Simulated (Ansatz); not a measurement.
```yaml
crystal:
  periodic: [false, false, false]
  atoms:
    - {symbol: C, position_ang: [1.058558, 0.314894, 1.122327]}
    - {symbol: C, position_ang: [1.573816, -0.328484, -0.134989]}
    - {symbol: C, position_ang: [0.661331, -1.299171, -0.906237]}
    - {symbol: C, position_ang: [-0.674421, -0.715563, -1.215196]}
    - {symbol: N, position_ang: [-1.508237, -0.469470, -0.041835]}
    - {symbol: C, position_ang: [-1.434128, 0.836138, 0.567108]}
    - {symbol: C, position_ang: [0.012336, 1.317557, 0.773335]}
    - {symbol: H, position_ang: [1.814224, 0.809702, 1.648829]}
    - {symbol: H, position_ang: [0.600464, -0.409180, 1.867105]}
    - {symbol: H, position_ang: [2.503443, -0.959346, 0.265618]}
    - {symbol: H, position_ang: [1.977167, 0.391998, -0.767897]}
    - {symbol: H, position_ang: [0.424942, -2.176974, -0.263305]}
    - {symbol: H, position_ang: [1.148108, -1.650553, -1.807842]}
    - {symbol: H, position_ang: [-0.581534, 0.197507, -1.775841]}
    - {symbol: H, position_ang: [-1.230893, -1.398565, -1.804521]}
    - {symbol: H, position_ang: [-2.432969, -0.763304, -0.210451]}
    - {symbol: H, position_ang: [-1.947372, 0.824179, 1.563287]}
    - {symbol: H, position_ang: [-1.957213, 1.640262, -0.034294]}
    - {symbol: H, position_ang: [-0.082727, 2.150881, 1.547369]}
    - {symbol: H, position_ang: [0.301091, 1.862284, -0.193752]}
basis:
  gaussian: {orbitals: pcseg-2}
hamiltonian: {xc: {name: HF}}
correlation: {method: mp2, frozen_orbitals: {C: 9}}
output: {forces: true}
```

```sh
$ ansatz run in.yaml --threads 2 --pin off --events-out ev --progress --plain --max-ram 32768MiB --backend cuda --devices 0, --max-vram 18GiB
```

It prints (some lines left out):

```
Functional definition: HF
Error: "frozen_orbitals" has no count for N
```

Something in this input is off. What?

Frozen orbitals are typed for one element alone, and the program wants a count for each. The program refused the input.
